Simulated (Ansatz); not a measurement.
Harmonic frequencies (cm⁻¹) at PBE0-D4/def2-TZVP from Ansatz: 82, 112, 147, 250, 258, 389, 472, 566, 575, 639, 737, 742, 2018, 2158, 3461.

Task: Which molecule is it?
A. `F[C](F)(F)[SnH3]`
B. `C#[C][SnH]([F])[Cl]`
C. `[CH3][Sn]([F])([F])[F]`
D. `C#[C][Sn]([F])([F])[F]`

Result: B.
